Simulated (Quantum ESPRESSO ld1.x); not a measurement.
Values are calculated unless marked as measured or tabulated.
All-electron atom: Ar+ in [He] 2s2 2p4 3s2 3p5 3d2 (not the ground configuration). Code: ld1.x of Quantum ESPRESSO 7.5. Model: scalar-relativistic Kohn-Sham, PW91, spin-unpolarised, spherical densities, point nucleus. Some entries of the table are withheld. Estimate them.

| orbital | occ. | eigenvalue (Ry) | r(max) (bohr) |
|---|---|---|---|
| 1s | 2 | -237.3897 | 0.05604 |
| 2s | 2 | -26.8399 | 0.3304 |
| 2p | 4 | -22.3486 | 0.2705 |
| 3s | 2 | (1) | 1.064 |
| 3p | 5 | -2.2589 | 1.102 |
| 3d | 2 | -0.5756 | 1.183 |
| 4s | 0 | -0.5401 | 3.395 |
| 4p | 0 | -0.3612 | (2) |

Answer. 
(1) 3s eigenvalue (Ry): -3.4176
(2) 4p r(max) (bohr): 4.226
